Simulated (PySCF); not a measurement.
A calculated (BP86, PySCF 2.14, cc-pVDZ-DK, the spin-free X2C one-electron Hamiltonian (Gaussian nucleus)) atom or ion has these occupied shells.

```json
{"shell": "1s", "electrons": "2", "orbital energy (eV)": "-2126.2", "rms radius, mean of both spins (bohr)": "0.120"}
{"shell": "2s", "electrons": "2", "orbital energy (eV)": "-213.12", "rms radius, mean of both spins (bohr)": "0.564"}
{"shell": "2p", "electrons": "6", "orbital energy (eV)": "-163.83", "rms radius, mean of both spins (bohr)": "0.541"}
{"shell": "3s", "electrons": "2", "orbital energy (eV)": "-45.831", "rms radius, mean of both spins (bohr)": "1.79"}
```

Name the element and its charge.

P(3+) (phosphorus, charge +3), in [Ne] 3s2, closed-shell 1S.
